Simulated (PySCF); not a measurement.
## Deuteron quadrupole couplings in `[SiH3][Si@H](P)[SiH2]C(Cl)(Cl)Cl`

Species: CH8Cl3PSi3.
Structure used (GFN2-xTB), in Å, numbered top down from 1:
```xyz
16
CH8Cl3PSi3 angstrom
Si     1.5696   -2.0773    0.0972
Si     0.9787    0.1181   -0.4752
P      1.2247    1.3940    1.3739
Si    -1.1967    0.4388   -1.2648
C     -2.2520    0.5701    0.3685
Cl    -3.9902    0.5400    0.0406
Cl    -1.8500   -0.8039    1.4278
Cl    -1.8584    2.0703    1.2341
H      0.4791   -2.9956   -0.2305
H      2.7492   -2.5154   -0.6540
H      1.8861   -2.2245    1.5187
H      1.8554    0.6496   -1.5459
H      1.2107    2.6022    0.7006
H      2.6086    1.3323    1.3306
H     -1.7911   -0.7203   -1.9325
H     -1.6315    1.6305   -2.0005
```

Level: PBE0/pcSseg-1 (PySCF, non-relativistic); Q(2H) = 0.00286 b; rigid geometry, the same for H and D, with no vibrational averaging.

**Question.** Rank these positions by the coupling χzz of a deuteron there, largest first.
A. H13 (P–H hydrogen)
B. H10 (Si–H hydrogen)
C. H12 (Si–H hydrogen)

**Answer.** A (144 kHz), B (109 kHz), C (103 kHz).

**Question.** Tabulate Vzz, the asymmetry η and χzz = 234.96 MHz × Q × Vzz for every hydrogen position.

**Answer.** 
```csv
atom,bonded to,bond length (Å),Vzz (au),η,χzz (kHz)
H9,Si1,1.463,0.1647,0.01,111
H10,Si1,1.465,0.1628,0.00,109
H11,Si1,1.464,0.1637,0.01,110
H12,Si2,1.482,0.1530,0.01,103
H13,P3,1.383,0.2145,0.07,144
H14,P3,1.386,0.2127,0.08,143
H15,Si4,1.464,0.1623,0.03,109
H16,Si4,1.466,0.1603,0.03,108
```

**Question.** Average by the element that carries the hydrogen.

**Answer.** on Si: 108 kHz over 6 positions, mean bond length 1.467 Å; on P: 144 kHz over 2 positions, mean bond length 1.385 Å.

**Question.** How does χzz go with the bond length over the 6 Si–H bonds?

**Answer.** A straight-line fit has a slope of -3.7 kHz for each 0.01 Å, with a correlation coefficient of -0.97, over lengths from 1.463 to 1.482 Å. The longer bonds have the smaller couplings here.

Geometry: GFN2-xTB, one conformer, isolated molecule. GFN2-xTB bond lengths can be off by several hundredths of an ångström, more for odd bonds, and the gradients follow them. A larger basis could move these couplings by a tenth or more.
